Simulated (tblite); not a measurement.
C3H6NO3S (doublet state).
Structure used (GFN2-xTB), in Å, numbered top down from 1:
```xyz
14
C3H6NO3S angstrom
C     -1.864    0.556    0.302
S     -0.681   -0.431    1.268
O      0.056    0.478    2.115
O     -1.385   -1.511    1.893
C      0.361   -1.061   -0.009
C      1.548   -0.403   -0.499
N      1.801    0.817    0.051
O      2.260   -0.909   -1.355
H     -2.461   -0.122   -0.293
H     -2.486    1.093    1.008
H     -1.307    1.245   -0.319
H      0.105   -2.032   -0.395
H      1.355    1.047    0.933
H      2.696    1.231   -0.160
```

Level: GFN2-xTB in tblite, geometry and Hessian alike; calculated harmonic values, unscaled, isolated species. The method is semi-empirical: single wavenumbers can be off by several per cent or more. One conformer, not necessarily the lowest. Open shells enter through the occupations alone, without spin polarisation, and single modes of such species can be off by tens of per cent.

Harmonic wavenumbers (cm⁻¹): 32.8, 63.9, 119.3, 196.5, 225.8, 264.5, 313.8, 345.3, 381.4, 462.2, 490.3, 527.6, 583.5, 638.8, 641.2, 697.3, 745.1, 847.4, 858.0, 955.5, 1050.9, 1094.6, 1161.0, 1237.2, 1259.0, 1260.6, 1415.7, 1421.5, 1426.4, 1588.6, 3062.3, 3080.1, 3093.5, 3125.3, 3320.3, 3491.4.

A = 3366, B = 1183, C = 1107 MHz; mass 136.007 u (most abundant isotopes); point group C1, symmetry number 1; spin multiplicity 2.

What is the zero-point energy?

Half the sum of the wavenumbers: 20739 cm⁻¹ = 248.10 kJ/mol.

Entropy at 298.15 K, 1 bar (ideal gas, RRHO, classical rotation)?

Translation 170.13, rotation 120.00, vibration 113.04, spin (R ln 2) 5.76: S = 408.9 J/(mol K).

And Cp and H(298.15 K) − H(0)?

Cp = 148.85 J/(mol K), of which vibrations give 115.59 (their classical limit is 36 R = 299.3); H(298.15 K) − H(0) = 27.47 kJ/mol without the zero-point energy, 17.56 from vibrations.

What must be added to the electronic energy to get the Gibbs energy at 298.15 K and 1 bar?

ZPE + [H(298.15 K) − H(0)] − T·S = 248.10 + 27.47 − 121.92 = 153.65 kJ/mol.

How do the functions run with temperature in this model?

```csv
T (K),S (J/(mol K)),Cp (J/(mol K)),H − H(0) (kJ/mol),G − H(0) (kJ/mol),ln q(vib)
100,293.9,72.5,5.23,-24.15,1.83
200,356.8,113.4,14.55,-56.81,4.18
300,409.8,149.5,27.75,-95.21,6.56
500,499.6,202.4,63.36,-186.46,11.20
800,605.5,246.9,131.47,-352.96,17.53
1000,662.7,265.3,182.79,-479.93,21.30
```

q(vib) and H(0) count from the zero-point level.

Hindered rotation and anharmonicity are outside this model. Other conformers, if any are populated, would add a mixing term that is left out. The structure is chiral; the term R ln 2 for an equal mix with its mirror image is left out.
